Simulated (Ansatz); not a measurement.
Reaction (ligand exchange at the Si–C bond): `O[SiH2]C#C[SiH2]O` + `CN[SiH2]Cl` → `CN([SiH2]O)[SiH2]Cl` + `C#C[SiH2]O`

Program: Ansatz. Geometries: PBE0-D4/def2-TZVP. ΔE: electronic, gas phase. CBS: MP2 limit from def2 TZ/QZ plus the TZ coupled-cluster correction, frozen cores. Each species was taken in one conformer, which may not be the lowest.

```csv
species,MP2/def2-QZVPP energy (Eh)
`O[SiH2]C#C[SiH2]O`,-808.13386
`CN[SiH2]Cl`,-845.16875
`CN([SiH2]O)[SiH2]Cl`,-1210.65393
`C#C[SiH2]O`,-442.65860
```

Question: Work out ΔE.

Answer: ΔE = (-1210.65393) + (-442.65860) − (-808.13386) − (-845.16875) = -0.00992 Eh = -26.0 kJ/mol. CCSD(T)/CBS gives -25.5 kJ/mol.

Largest T1 diagnostic among the species: 0.012.

From PBE to PBE0 (25 % exact exchange), in def2-TZVPP and without D4, ΔE moves by −3.6 kJ/mol. In def2-TZVPP, CCSD(T) changes the Hartree–Fock value by −11.2 kJ/mol (the triples alone add −1.1 kJ/mol) and MP2 by −11.6 kJ/mol.
